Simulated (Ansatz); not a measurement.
Basis-set extrapolation for C2H6FNSi2 (PBE0-D4/def2-TZVP geometry, frozen core, the Gaussian-basis code of Ansatz). Multiplicity 1, RHF reference.

|  | def2-TZVPP | def2-QZVPP |
| --- | --- | --- |
| HF | -811.114372 | -811.143371 |
| MP2 correlation | -1.005617 | -1.082743 |
| CCSD(T) correlation | -1.096111 | not run |

Energies in hartree. Use E(X) = E(∞) + A·exp(−7.88·√X) for Hartree–Fock and E(X) = E(∞) + B·X^(−2.97) for correlation, with X = 3 and 4, and add CCSD(T) minus MP2 of the smaller set to the MP2 limit.

Q: What is the CCSD(T) energy at the basis-set limit?

A: HF limit: -811.143371 + (-0.028999) × 0.13774 = -811.14737. MP2 limit: -1.082743 + (-0.077126) × 0.74074 = -1.13987. Higher-order term: -1.096111 − (-1.005617) = -0.09049. Total: -812.37773 hartree, 439.1 kJ/mol below CCSD(T)/def2-TZVPP.
